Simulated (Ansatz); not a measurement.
Cost and result for the atomization energy of `C1[SiH2][O][AlH][Te]1` (10 atoms, 10 bonds).

```xyz
10

C     0.528    0.640   -1.104
Si   -0.245    0.965    0.581
O    -0.925   -0.417    1.151
Al   -0.414   -1.953    0.611
Te    1.141   -1.441   -1.301
H    -0.159    0.836   -1.927
H     1.429    1.236   -1.251
H    -1.291    2.014    0.465
H     0.819    1.426    1.513
H    -0.883   -3.305    1.261
```

Total charge 0; spin multiplicity 1. Correlated methods include outer-core shells of Te, which these sets cover unevenly. Te takes the def2 core potential. All single points use the PBE0-D4/def2-TZVP geometry. Program: Ansatz. All runs use 4 threads of an Arm Neoverse V1 on a shared host. Times are those of one run each, without the atoms' runs, and a repeat can differ threefold. Electronic energies, without spin–orbit coupling; frozen cores. CCSD(T)/CBS adds CCSD(T) − MP2 in def2-TZVPP to the MP2 limit, and its time is that of the two runs behind it. T1 = 0.012. With those shells the extrapolation isn't a true limit. B3LYP takes the VWN-RPA correlation (the form of Gaussian; ORCA's B3LYP/G).

CCSD(T)/CBS is a level of theory with its own doubt, some kJ/mol a heavy atom from the limit and from the frozen cores, so smaller differences don't rank the functionals.

```
                             level  functions  wall time
   PBE-D4/def2-TZVPP (with forces)        266      3.9 s
                PBE0-D4/def2-TZVPP        266      5.5 s
r2SCAN-D4/def2-TZVPP (with forces)        266        8 s
 B3LYP-D4/def2-TZVPP (with forces)        266      8.5 s
                 B2PLYP/def2-TZVPP        266      9.5 s
                ωB97X-V/def2-TZVPP        266       13 s
  ωB97M-V/def2-TZVPP (with forces)        266       19 s
                    MP2/def2-QZVPP        486       32 s
                CCSD(T)/def2-TZVPP        266    5.4 min
                 CCSD(T)/CBS(def2)          –    5.9 min
```

Problem. What atomization energy does each give, and how far from CCSD(T)/CBS? (Estimate.)

Solution. Computed: 
| level | atomization (kJ/mol) | difference from CCSD(T)/CBS | per bond |
| --- | --- | --- | --- |
| PBE-D4/def2-TZVPP (with forces) | 3518.9 | -9.7 | -1.0 |
| PBE0-D4/def2-TZVPP | 3473.7 | -54.9 | -5.5 |
| r2SCAN-D4/def2-TZVPP (with forces) | 3509.2 | -19.4 | -1.9 |
| B3LYP-D4/def2-TZVPP (with forces) | 3477.6 | -51.0 | -5.1 |
| B2PLYP/def2-TZVPP | 3445.8 | -82.8 | -8.3 |
| ωB97X-V/def2-TZVPP | 3515.8 | -12.8 | -1.3 |
| ωB97M-V/def2-TZVPP (with forces) | 3494.8 | -33.8 | -3.4 |
| MP2/def2-QZVPP | 3549.9 | 21.3 | 2.1 |
| CCSD(T)/def2-TZVPP | 3413.0 | -115.6 | -11.6 |
| CCSD(T)/CBS(def2) | 3528.6 | 0.0 | 0.0 |

The D4 term adds +52.7 kJ/mol with B3LYP and +27.4 kJ/mol with PBE0; it sums over pairs of atoms, weighted by their polarisabilities, and B3LYP, whose exchange is more repulsive, gets the larger term. In def2-TZVPP, CCSD(T) changes the Hartree–Fock value by +858.8 kJ/mol (the triples alone add +59.0 kJ/mol) and MP2 by +926.6 kJ/mol; breaking electron pairs costs correlation energy, which Hartree–Fock lacks. From PBE to PBE0 (25 % exact exchange), in def2-TZVPP and without D4, the atomization energy moves by −40.5 kJ/mol: exact exchange takes away binding that semilocal exchange gives to molecules.

Spin–orbit coupling would lower the free Te atoms strongly, and the atomization energy with them, by more than many differences here.
